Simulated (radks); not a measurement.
Question: These are the eigenvalues of the occupied orbitals of an atom or ion with whole-number occupations (eV). Calculated with a radial shooting solver on a logarithmic mesh with Libxc functionals: scalar-relativistic Kohn-Sham, PBE, spin-polarised, spherical densities, finite nucleus; Fermi nuclear charge, rms radius of each element as measured or else 0.836 A^(1/3) + 0.57 fm.

| orbital | eigenvalue |
|---|---|
| 1s up | -2108.384 |
| 1s down | -2108.242 |
| 2s up | -197.5456 |
| 2s down | -197.3911 |
| 2p up | -148.1354 |
| 2p down | -147.9279 |
| 3s up | -34.5685 |
| 3s down | -33.1585 |
| 3p up | -24.8684 |

Which element is it, and in what charge state? The configuration may be excited. Open shells, if any, are filled with parallel spins first.

Answer: Z = 15, phosphorus, charge +2: P2+ in [Ne] 3s2 3p1. The list shows which subshells hold electrons but not how many an open one holds; the 1s level, -77.482 hartree, gives Z - s = 12.4 by -(Z - s)^2/2, which with screening and relativity narrows Z to a few neighbours, and the depths of the outer levels then fix element, charge and occupations together.
